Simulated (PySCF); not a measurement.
A structure optimised at PBE-D3(BJ)/def2-SVP, used in a PySCF frequency run:

```
C
C 1 1.3339
O 1 1.3809 2 124.75
H 3 0.9766 1 107.92 2 0.00
H 2 1.0948 1 141.22 3 0.00
C 1 1.5020 2 124.20 5 180.00
H 6 1.1045 1 111.17 2 0.00
H 6 1.1101 7 109.18 1 121.53
H 6 1.1101 7 109.18 8 116.93
```
Charge 0, spin multiplicity 2.

### Question
Write its SMILES, formula and point group.

### Answer
[CH]=C(C)O, C₃H₅O, Cs

### Question
What are its rotational constants (standard atomic weights)?

### Answer
10.726, 9.1235, 5.0899 GHz
